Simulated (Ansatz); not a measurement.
Relaxation of AlH$_{7}$OSSi (11 atoms, charge 0, multiplicity 1), to a largest force component of 0.03 eV/Å in at most 50 steps.

These are results of RKS B3LYP-D4/def2-SVP in Ansatz 0.2.0, not measurements.

```xyz
11
Properties=species:S:1:pos:R:3:forces:R:3
Al 0.117 0.665 -0.378 -0.04 0.18 0.58
O -0.230 0.037 2.499 0.00 0.77 -0.43
Si -1.498 -0.641 3.378 0.02 0.05 -0.03
H -2.260 -1.563 2.491 0.02 0.00 0.02
H -0.964 -1.407 4.539 -0.01 0.01 -0.02
H -2.393 0.451 3.865 -0.01 -0.04 0.01
H 1.494 -0.055 -0.656 -0.04 0.00 -0.02
H -1.324 0.194 -0.821 0.05 -0.01 -0.01
S 0.172 2.720 0.538 0.04 -0.28 -0.08
H 1.518 2.748 0.707 -0.07 -0.02 -0.02
H -0.194 1.024 2.474 0.03 -0.67 0.00
```

Q: Where does it end, and by what steps?

A: The run converged. After 15 steps the energy has fallen by 0.626 eV; H7 moved furthest, 0.76 Å. Joined: Al1–O2 (2.97 → 2.00 Å).

```csv
step,energy less start (eV),largest force component (eV/Å),accepted
0,0.0000,0.774,yes
1,-0.1945,0.485,yes
2,-0.4156,0.726,yes
3,-0.5541,0.554,yes
4,-0.5788,0.323,yes
5,-0.5890,0.233,yes
6,-0.5993,0.195,yes
7,-0.6070,0.250,yes
8,-0.6131,0.184,yes
9,-0.6173,0.114,yes
10,-0.6194,0.097,yes
11,-0.6207,0.128,yes
12,-0.6228,0.123,yes
13,-0.6256,0.044,yes
14,-0.6258,0.039,yes
15,-0.6263,0.018,yes
```

```xyz
11
Properties=species:S:1:pos:R:3
Al -0.162 0.631 0.170
O -0.492 0.378 2.126
Si -1.413 -0.664 3.134
H -1.671 -1.855 2.292
H -0.599 -0.992 4.332
H -2.667 0.029 3.526
H 0.999 -0.390 -0.183
H -1.619 0.502 -0.446
S 0.484 2.772 0.582
H 1.802 2.483 0.682
H -0.224 1.279 2.420
```

Whether the end is a true minimum wasn't checked by a vibrational analysis.

Time of the run: 45 s on 2 threads of Arm Neoverse V1 (shared host), peak memory 0.23 GiB.
